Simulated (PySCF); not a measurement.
O₂Ti, charge +1, doublet, at a GFN2-xTB geometry (such geometries of metal compounds can be far from the true shape) (the multiplicity is a formal guess), with bond 3-1 at 2.2 times its length; B3LYP/6-31G** (PySCF).

Input for PySCF:
```python
from pyscf import gto, scf, dft

mol = gto.M(
    atom='''
Ti    0.30137621    0.05766473    0.36104120
O     0.50471034    0.08192814   -1.28939438
O    -3.29534030   -0.59831121    0.21911891
''',
    basis='6-31g**',
    charge=1,
    spin=1,
    verbose=4,
)

mf = dft.UKS(mol)
mf.xc = 'b3lyp'
mf.kernel()
mo_i, mo_e, stable_i, stable_e = mf.stability(internal=True, external=False, return_status=True, nroots=6, tol=1e-6)
print('internally stable:', stable_i, ' externally stable:', stable_e)
if not stable_i:
    umf = mf.copy()
    umf.scf_summary = {}
    umf.kernel(umf.make_rdm1(mo_i, mf.mo_occ))
mf.analyze()
```

**Question.** Write the output that PySCF gives for this input, abridged.

**Answer.** 
```
PySCF version 2.14.0

[INPUT] verbose = 4
[INPUT] num. atoms = 3
[INPUT] num. electrons = 37
[INPUT] charge = 1
[INPUT] spin (= nelec alpha-beta = 2S) = 1
[INPUT] symmetry False subgroup None
[INPUT] Mole.unit = angstrom
[INPUT] Symbol           X                Y                Z      unit          X                Y                Z       unit  Magmom
[...]
nuclear repulsion = 89.6275816227004
number of shells = 24
number of NR pGTOs = 151
number of NR cGTOs = 62
basis = 6-31g**
ecp = {}

******** <class 'pyscf.dft.uks.UKS'> ********
method = UKS
initial guess = minao
damping factor = 0
level_shift factor = 0
DIIS = <class 'pyscf.scf.diis.CDIIS'>
diis_start_cycle = 1
diis_space = 8
diis_damp = 0
SCF conv_tol = 1e-09
SCF conv_tol_grad = None
SCF max_cycles = 50
direct_scf = True
direct_scf_tol = 1e-13
number electrons alpha = 19  beta = 18
XC library pyscf.dft.libxc version 7.1.2
    S. Lehtola, C. Steigemann, M. J. T. Oliveira, and M. A. L. Marques,  SoftwareX 7, 1–5 (2018)
XC functionals = b3lyp
    P. J. Stephens, F. J. Devlin, C. F. Chabalowski, and M. J. Frisch,  J. Phys. Chem. 98, 11623 (1994)
radial grids:
    Treutler-Ahlrichs [JCP 102, 346 (1995); DOI:10.1063/1.469408] (M4) radial grids

becke partition: Becke, JCP 88, 2547 (1988); DOI:10.1063/1.454033
pruning grids: <function nwchem_prune>
grids dens level: 3
symmetrized grids: False
atomic radii adjust function: <function treutler_atomic_radii_adjust>
small_rho_cutoff = 0
Set gradient conv threshold to 3.16228e-05
tot grids = 49072
init E= -999.289585785194

cycle= 1 E= -998.283666475256  delta_E= 1.01  |g|= 1.18  |ddm|= 1.51
cycle= 2 E= -966.944204236982  delta_E= 31.3  |g|= 5.74  |ddm|= 4.23

cycle= 3 E= -980.602195673552  delta_E= -13.7  |g|= 5.44  |ddm|= 2.27
cycle= 4 E= -977.526561549857  delta_E= 3.08  |g|= 5.59  |ddm|= 0.435
cycle= 5 E= -981.045957838303  delta_E= -3.52  |g|= 5.47  |ddm|=  1.5

cycle= 6 E= -978.030030142243  delta_E= 3.02  |g|=  5.6  |ddm|= 1.42
cycle= 7 E= -981.10004741581  delta_E= -3.07  |g|= 5.48  |ddm|= 1.42
cycle= 8 E= -981.066977778762  delta_E= 0.0331  |g|= 5.47  |ddm|= 0.00892
cycle= 9 E= -981.116478400636  delta_E= -0.0495  |g|= 5.49  |ddm|= 0.0754
cycle= 10 E= -929.261127552385  delta_E= 51.9  |g|= 3.91  |ddm|= 8.53

cycle= 11 E= -958.063018608777  delta_E= -28.8  |g|= 5.02  |ddm|= 9.19
cycle= 12 E= -960.657972691624  delta_E= -2.59  |g|= 5.63  |ddm|= 1.58
cycle= 13 E= -964.143576703115  delta_E= -3.49  |g|= 5.75  |ddm|= 0.728
cycle= 14 E= -971.05522644557  delta_E= -6.91  |g|= 5.33  |ddm|= 1.41
cycle= 15 E= -968.257300231677  delta_E=  2.8  |g|= 5.59  |ddm|= 0.925
cycle= 16 E= -967.796669453375  delta_E= 0.461  |g|= 5.61  |ddm|= 0.466
cycle= 17 E= -977.588098967171  delta_E= -9.79  |g|= 3.89  |ddm|= 2.17
cycle= 18 E= -992.431683087283  delta_E= -14.8  |g|= 2.85  |ddm|= 3.33
cycle= 19 E= -989.406640356719  delta_E= 3.03  |g|= 4.23  |ddm|= 3.23
cycle= 20 E= -995.593260738745  delta_E= -6.19  |g|=  2.3  |ddm|= 1.75
cycle= 21 E= -992.20212478639  delta_E= 3.39  |g|= 1.76  |ddm|= 2.81
cycle= 22 E= -996.269930831136  delta_E= -4.07  |g|= 1.94  |ddm|= 2.75
cycle= 23 E= -996.440340039895  delta_E= -0.17  |g|= 1.88  |ddm|= 0.17
cycle= 24 E= -996.444328342093  delta_E= -0.00399  |g|= 1.89  |ddm|= 0.154
cycle= 25 E= -996.582661731561  delta_E= -0.138  |g|=  1.8  |ddm|= 0.14

cycle= 26 E= -998.600030087789  delta_E= -2.02  |g|= 0.76  |ddm|= 1.88

cycle= 27 E= -998.715918893659  delta_E= -0.116  |g|= 0.605  |ddm|= 0.482

cycle= 28 E= -998.836583691508  delta_E= -0.121  |g|= 0.765  |ddm|= 1.42
cycle= 29 E= -998.976860200344  delta_E= -0.14  |g|= 0.576  |ddm|= 0.242
cycle= 30 E= -998.982952226634  delta_E= -0.00609  |g|= 0.574  |ddm|= 0.0702
cycle= 31 E= -998.992093121018  delta_E= -0.00914  |g|= 0.566  |ddm|= 0.0372
cycle= 32 E= -998.993510285863  delta_E= -0.00142  |g|= 0.566  |ddm|= 0.0192
cycle= 33 E= -998.976845768313  delta_E= 0.0167  |g|= 0.588  |ddm|= 0.0305
cycle= 34 E= -998.994810682438  delta_E= -0.018  |g|= 0.563  |ddm|= 0.0531
cycle= 35 E= -998.990649814643  delta_E= 0.00416  |g|= 0.568  |ddm|= 0.0134
cycle= 36 E= -989.771712540077  delta_E= 9.22  |g|= 2.63  |ddm|= 2.29
cycle= 37 E= -990.153730647931  delta_E= -0.382  |g|= 2.53  |ddm|= 0.229
cycle= 38 E= -993.910840410079  delta_E= -3.76  |g|= 2.16  |ddm|= 1.08
cycle= 39 E= -993.811175987382  delta_E= 0.0997  |g|= 2.25  |ddm|= 0.0721
cycle= 40 E= -994.441962190772  delta_E= -0.631  |g|=    2  |ddm|= 0.257
cycle= 41 E= -994.082158732212  delta_E= 0.36  |g|= 2.15  |ddm|= 0.173
cycle= 42 E= -993.79688431144  delta_E= 0.285  |g|= 2.32  |ddm|= 0.118
cycle= 43 E= -993.762086281163  delta_E= 0.0348  |g|= 2.25  |ddm|= 0.118
cycle= 44 E= -957.867373435051  delta_E= 35.9  |g|= 3.63  |ddm|= 7.21
cycle= 45 E= -995.418469045914  delta_E= -37.6  |g|=  2.3  |ddm|= 6.65
cycle= 46 E= -996.953225911371  delta_E= -1.53  |g|= 1.62  |ddm|= 0.939
cycle= 47 E= -997.141254958465  delta_E= -0.188  |g|= 1.43  |ddm|= 0.386
cycle= 48 E= -989.835858700398  delta_E= 7.31  |g|= 2.57  |ddm|= 2.55
cycle= 49 E= -989.253467675461  delta_E= 0.582  |g|=  2.9  |ddm|= 1.19

cycle= 50 E= -989.170710711575  delta_E= 0.0828  |g|= 2.95  |ddm|= 1.17
SCF not converged.
SCF energy = -989.170710711575 after 50 cycles  <S^2> = 0.80988515  2S+1 = 2.0590145
uhf_internal: lowest eigs of H = [-9.73905179 -9.73664932 -9.73507887 -9.72687491 -9.72539801 -9.7236507 ]
<class 'pyscf.dft.uks.UKS'> wavefunction has an internal instability
internally stable: False  externally stable: None

******** <class 'pyscf.dft.uks.UKS'> ********
method = UKS
initial guess = minao
damping factor = 0
level_shift factor = 0
DIIS = <class 'pyscf.scf.diis.CDIIS'>
diis_start_cycle = 1
diis_space = 8
diis_damp = 0
SCF conv_tol = 1e-09
SCF conv_tol_grad = None
SCF max_cycles = 50
direct_scf = True
direct_scf_tol = 1e-13
number electrons alpha = 19  beta = 18
XC library pyscf.dft.libxc version 7.1.2
    S. Lehtola, C. Steigemann, M. J. T. Oliveira, and M. A. L. Marques,  SoftwareX 7, 1–5 (2018)
XC functionals = b3lyp
[...]
cycle= 22 E= -998.697642066366  delta_E= 0.295  |g|= 0.874  |ddm|= 1.41
cycle= 23 E= -998.75572888879  delta_E= -0.0581  |g|= 0.785  |ddm|= 0.0648
cycle= 24 E= -998.829247975361  delta_E= -0.0735  |g|= 0.719  |ddm|= 0.135
cycle= 25 E= -998.911503587406  delta_E= -0.0823  |g|= 0.656  |ddm|= 0.137
cycle= 26 E= -998.896869075137  delta_E= 0.0146  |g|= 0.671  |ddm|= 0.0205
cycle= 27 E= -999.318199083441  delta_E= -0.421  |g|= 0.313  |ddm|= 0.643
cycle= 28 E= -999.406251610587  delta_E= -0.0881  |g|= 0.122  |ddm|= 0.41
cycle= 29 E= -999.41667643879  delta_E= -0.0104  |g|= 0.0559  |ddm|= 0.13
cycle= 30 E= -999.418361953752  delta_E= -0.00169  |g|= 0.0386  |ddm|= 0.0775
cycle= 31 E= -999.419125946867  delta_E= -0.000764  |g|= 0.00676  |ddm|= 0.0312
cycle= 32 E= -999.419158857636  delta_E= -3.29e-05  |g|= 0.00308  |ddm|= 0.0102
cycle= 33 E= -999.419163221947  delta_E= -4.36e-06  |g|= 0.00218  |ddm|= 0.00293
cycle= 34 E= -999.419166766951  delta_E= -3.55e-06  |g|= 0.000676  |ddm|= 0.00228
cycle= 35 E= -999.419169403477  delta_E= -2.64e-06  |g|= 0.000395  |ddm|= 0.00367
cycle= 36 E= -999.419171458527  delta_E= -2.06e-06  |g|= 0.000345  |ddm|= 0.00336
cycle= 37 E= -999.419175100341  delta_E= -3.64e-06  |g|= 0.000278  |ddm|= 0.00711
cycle= 38 E= -999.419179372681  delta_E= -4.27e-06  |g|= 0.000167  |ddm|= 0.0128
cycle= 39 E= -999.419180449999  delta_E= -1.08e-06  |g|= 9.5e-05  |ddm|= 0.00622
cycle= 40 E= -999.419180800171  delta_E= -3.5e-07  |g|= 4.84e-05  |ddm|= 0.00481
cycle= 41 E= -999.419180824247  delta_E= -2.41e-08  |g|= 2.11e-05  |ddm|= 0.00109
cycle= 42 E= -999.419180829978  delta_E= -5.73e-09  |g|= 1.95e-05  |ddm|= 0.000203
cycle= 43 E= -999.419180833455  delta_E= -3.48e-09  |g|= 1.95e-05  |ddm|= 0.000106
cycle= 44 E= -999.419180838353  delta_E= -4.9e-09  |g|= 1.91e-05  |ddm|= 0.000149
cycle= 45 E= -999.419180842758  delta_E= -4.4e-09  |g|= 1.89e-05  |ddm|= 0.000137
cycle= 46 E= -999.419180855425  delta_E= -1.27e-08  |g|= 1.87e-05  |ddm|= 0.000393
cycle= 47 E= -999.419180888074  delta_E= -3.26e-08  |g|= 1.82e-05  |ddm|= 0.00103
cycle= 48 E= -999.419180961607  delta_E= -7.35e-08  |g|= 1.75e-05  |ddm|= 0.00249
cycle= 49 E= -999.419181026527  delta_E= -6.49e-08  |g|= 1.67e-05  |ddm|= 0.00239
cycle= 50 E= -999.419181090975  delta_E= -6.44e-08  |g|= 1.61e-05  |ddm|= 0.00259
SCF not converged.
SCF energy = -999.419181090975 after 50 cycles  <S^2> = 1.7736334  2S+1 = 2.8450894
**** SCF Summaries ****
Total Energy =                        -989.170710711575225
Nuclear Repulsion Energy =              89.627581622700404
One-electron Energy =                -1586.055119922288668
Two-electron Energy =                  507.256827588012982
Two-electron Coulomb Energy =          567.334157766842509
DFT Exchange-Correlation Energy =      -60.077330178829513
**** MO energy ****
                             alpha | beta                alpha | beta
[...]
To work with the spin densities directly, `use mulliken_meta_spin()` only printing them here.

 ** Mulliken spin pop alpha/beta on meta-lowdin orthogonal AOs **
 ** Mulliken Spin Density (per AO)  **
spin_pop of  0 Ti 1s        0.00000
spin_pop of  0 Ti 2s        0.00000
spin_pop of  0 Ti 3s       -0.00001
spin_pop of  0 Ti 4s       -0.00243
spin_pop of  0 Ti 5s       -0.00015
spin_pop of  0 Ti 2px       0.00000
spin_pop of  0 Ti 2py       0.00000
spin_pop of  0 Ti 2pz       0.00000
spin_pop of  0 Ti 3px       0.00001
spin_pop of  0 Ti 3py       0.00000
spin_pop of  0 Ti 3pz      -0.00011
spin_pop of  0 Ti 4px       0.00134
spin_pop of  0 Ti 4py       0.00319
spin_pop of  0 Ti 4pz      -0.00008
spin_pop of  0 Ti 5px      -0.00008
spin_pop of  0 Ti 5py       0.00001
spin_pop of  0 Ti 5pz      -0.00004
spin_pop of  0 Ti 3dxy     -0.00038
spin_pop of  0 Ti 3dyz      0.30082
spin_pop of  0 Ti 3dz^2    -0.16468
spin_pop of  0 Ti 3dxz      0.26327
spin_pop of  0 Ti 3dx2-y2    0.01179
spin_pop of  0 Ti 4dxy      0.00022
spin_pop of  0 Ti 4dyz      0.00422
spin_pop of  0 Ti 4dz^2    -0.00155
spin_pop of  0 Ti 4dxz      0.00397
spin_pop of  0 Ti 4dx2-y2    0.00049
spin_pop of  0 Ti 4f-3      0.00000
spin_pop of  0 Ti 4f-2     -0.00000
spin_pop of  0 Ti 4f-1      0.00002
spin_pop of  0 Ti 4f+0      0.00025
spin_pop of  0 Ti 4f+1      0.00002
spin_pop of  0 Ti 4f+2      0.00000
spin_pop of  0 Ti 4f+3      0.00000
spin_pop of  1 O 1s       -0.00000
spin_pop of  1 O 2s       -0.01401
spin_pop of  1 O 3s       -0.00081
spin_pop of  1 O 2px       0.23527
spin_pop of  1 O 2py       0.17032
spin_pop of  1 O 2pz       0.18456
spin_pop of  1 O 3px       0.00087
spin_pop of  1 O 3py       0.00060
spin_pop of  1 O 3pz       0.00164
spin_pop of  1 O 3dxy      0.00000
spin_pop of  1 O 3dyz     -0.00008
spin_pop of  1 O 3dz^2     0.00030
spin_pop of  1 O 3dxz      0.00017
spin_pop of  1 O 3dx2-y2    0.00000
spin_pop of  2 O 1s       -0.00000
spin_pop of  2 O 2s        0.00166
spin_pop of  2 O 3s       -0.00036
spin_pop of  2 O 2px      -0.00021
spin_pop of  2 O 2py      -0.00000
spin_pop of  2 O 2pz       0.00000
spin_pop of  2 O 3px      -0.00001
spin_pop of  2 O 3py       0.00000
spin_pop of  2 O 3pz       0.00000
spin_pop of  2 O 3dxy      0.00000
spin_pop of  2 O 3dyz     -0.00000
spin_pop of  2 O 3dz^2    -0.00005
spin_pop of  2 O 3dxz     -0.00000
spin_pop of  2 O 3dx2-y2   -0.00000
 ** Mulliken Spin Density (per atom)  **
spin density of  0 Ti =      0.42013
spin density of  1 O =      0.57884
spin density of  2 O =      0.00103
 ** Mulliken pop alpha/beta on meta-lowdin orthogonal AOs **
 ** Mulliken pop       alpha | beta **
In total            19.00000 | 18.00000
 ** Mulliken atomic charges   ( Nelec_alpha | Nelec_beta ) **
charge of  0Ti =     -2.83416  (    12.62715     12.20702 )
charge of  1O =     -0.17441  (     4.37662      3.79779 )
charge of  2O =      4.00857  (     1.99623      1.99520 )

WARN: System has nonzero charge 1; the dipole moment is origin-dependent.
Location of origin: [0. 0. 0.]

Dipole moment(X, Y, Z, Debye): -68.83655, -12.54473,  1.61896
```

The run did not converge; its last values are not results.
